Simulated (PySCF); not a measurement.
**Predicted spectroscopic data**

- GFN2-xTB geometry
- σ from GIAO-PBE0/pcSseg-1
- run in PySCF
- no relativistic terms, one computed conformer, gas phase, averaged over atoms made equivalent by symmetry, fast rotation or ring inversion

Shifts are taken against calculated references (same method and geometry level): 1H (σref 31.72) and 13C (σref 186.93) vs TMS. Splittings of carbon signals by F and P are missing where no couplings were computed. Where no couplings were computed, multiplicities follow the n + 1 count of equivalent neighbours, and m marks all less simple cases (inequivalent or close neighbours, rings, F or P nearby). Shifts are as computed. Against solution values, carbons near 30 ppm lie about +3 ppm off and those near 130 ppm about +5 ppm. Of 1211 compounds with measured shifts, 218 miss one by over three times the rms of a fit or turn the order of signals round; such compounds aren't used in these exercises.

**1.** `CCC(C)(C)P=C=O`, C6H11OP. 1H NMR (400 MHz, computed): δ 1.59 (m, 6H), 1.50 (m, 2H), 1.21 (t, 3H). 13C{1H} NMR (computed): δ 223.3 (C), 45.4 (C), 41.9 (CH2), 36.8 (CH3), 14.5 (CH3).

**2.** SMILES [SiH3][SiH2]O[Si](C)(C)C, C3H14OSi3. 1H NMR (400 MHz, computed): δ 5.69 (q, 2H), 3.38 (t, 3H), 0.08 (s, 9H). 13C{1H} NMR (computed): δ 2.3 (CH3).
